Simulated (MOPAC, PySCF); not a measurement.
F$_{4}$Sn, SMILES `[F][Sn]([F])([F])[F]`, neutral singlet in the gas phase. 

Z-matrix (Å, degrees):
```
Sn
F 1 1.8764
F 1 1.8764 2 109.47
F 1 1.8764 2 109.47 3 120.00
F 1 1.8764 2 109.47 4 120.00
```
Charge 0, multiplicity 1.

All levels are single points at this geometry (PBE0-D3(BJ)/def2-TZVP); Pople sets use spherical d functions. Orbital energies aren't observables, and empty levels follow the basis.

```
level                                     HOMO (eV)  LUMO (eV)  gap (eV)  dipole (D)  vertical IE, Delta-SCF (eV)
----------------------------------------  ---------  ---------  --------  ----------  ---------------------------
M06-2X/def2-TZVP in PySCF                    -14.61      -2.55     12.06        0.00                            –
PBE-D3(BJ)/def2-TZVP in PySCF                -10.25      -4.61      5.64        0.00                            –
B3LYP/6-311+G** (LANL2DZ on Sn) in PySCF     -12.35      -4.15      8.20        0.00                            –
M06-2X/6-31G* (LANL2DZ on Sn) in PySCF       -13.93      -1.75     12.18        0.00                            –
PBE/6-31G* (LANL2DZ on Sn) in PySCF           -9.43      -3.81      5.62        0.00                            –
HF/6-31G* (LANL2DZ on Sn) in PySCF           -17.53       0.88     18.41        0.00                        16.78
AM1 in MOPAC                                 -12.61      -0.09     12.51        0.00                            –
PM6 in MOPAC                                 -14.64      -2.05     12.59        0.00                            –
PM7 in MOPAC                                 -14.26      -0.61     13.65        0.00                            –
```
